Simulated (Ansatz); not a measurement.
Ansatz (a first-principles code) input:
A basis named .json is the Basis Set Exchange file of that set.

Ansatz 0.2 input:
```yaml
crystal:
  periodic: [false, false, false]
  atoms:
    - {symbol: Si, position_ang: [-0.06438996, 0.10792656, -0.33870652]}
    - {symbol: Cl, position_ang: [0.14875655, -0.60259937, 1.62395076]}
    - {symbol: C, position_ang: [-1.68422567, -0.48927452, -0.96974390]}
    - {symbol: C, position_ang: [1.34908053, -0.59812530, -1.32840710]}
    - {symbol: C, position_ang: [-0.01755372, 1.96962595, -0.25040577]}
    - {symbol: H, position_ang: [-1.80466688, -1.45266623, -1.45313869]}
    - {symbol: H, position_ang: [-2.60854702, 0.05773366, -0.81903791]}
    - {symbol: H, position_ang: [1.31067953, -1.68868124, -1.33847740]}
    - {symbol: H, position_ang: [2.30793547, -0.29780861, -0.90248910]}
    - {symbol: H, position_ang: [1.30664052, -0.24495506, -2.36160187]}
    - {symbol: H, position_ang: [-0.10229510, 2.40227568, -1.25023322]}
    - {symbol: H, position_ang: [-0.83949839, 2.35125999, 0.35758332]}
    - {symbol: H, position_ang: [0.91854312, 2.31270252, 0.19346381]}
basis:
  gaussian:
    orbitals: aug-cc-pV_D+d_Z.json
magnetization: {spin_polarized: true, initial_magnetization: 1}
correlation: {method: ccsd_t, electrons: outside_noble_gas}
output: {forces: true}
```

Q: What final total energy does it print?

A: -867.53952 Eh (CCSD(T)/aug-cc-pV(D+d)Z). The basis has 205 functions.

It need not be the lowest isomer of its formula.
